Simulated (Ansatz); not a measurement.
Geometry optimisation, Ansatz 0.2.0, RKS r2SCANh-D4/6-31G.

The input (input.yaml):

```yaml
crystal:
  periodic: [false, false, false]
  atoms:
    - { symbol: Si, position_ang: [0.0, 0.0, 0.0] }
    - { symbol: O, position_ang: [0.0, 0.0, 1.68] }
    - { symbol: H, position_ang: [-0.9095, -0.2814, 2.0171] }
    - { symbol: Cl, position_ang: [2.0086, 0.0, -0.7093] }
    - { symbol: Cl, position_ang: [-1.0032, 1.7381, -0.7093] }
    - { symbol: Cl, position_ang: [-1.0032, -1.7381, -0.7093] }
basis:
  gaussian: { orbitals: "6-31G" }
hamiltonian:
  xc: r2scanh
  dispersion: d4
relax:
  f_tol: 0.02
  max_steps: 40
```

Command:

```bash
$ ansatz run input.yaml --threads 1 --pin off --max-ram 2048MiB --backend cpu --events-out ev --progress --plain --runs-dir out
```

Where does it end, and by what steps?

It converged. Limits of this set-up: no polarisation functions. After 5 steps the energy has fallen by 0.168 eV; H3 moved furthest, 0.30 Å.

```tsv
step	energy less start (eV)	largest force component (eV/Å)	accepted
0	0.0000	1.659	yes
1	-0.1013	1.126	yes
2	-0.1422	0.445	yes
3	-0.1654	0.436	yes
4	-0.1681	0.119	yes
5	-0.1684	0.005	yes
```

```xyz
6
Properties=species:S:1:pos:R:3
Si -0.037 -0.033 -0.039
O -0.034 -0.096 1.637
H -0.787 -0.137 2.243
Cl 2.011 0.007 -0.619
Cl -1.044 1.727 -0.761
Cl -1.017 -1.749 -0.892
```

Whether the end is a true minimum wasn't checked by a vibrational analysis.

Run time: 21 s on 1 thread of Intel(R) Xeon(R) 6975P-C (Granite Rapids), on a shared host, peak memory 0.2 GiB.
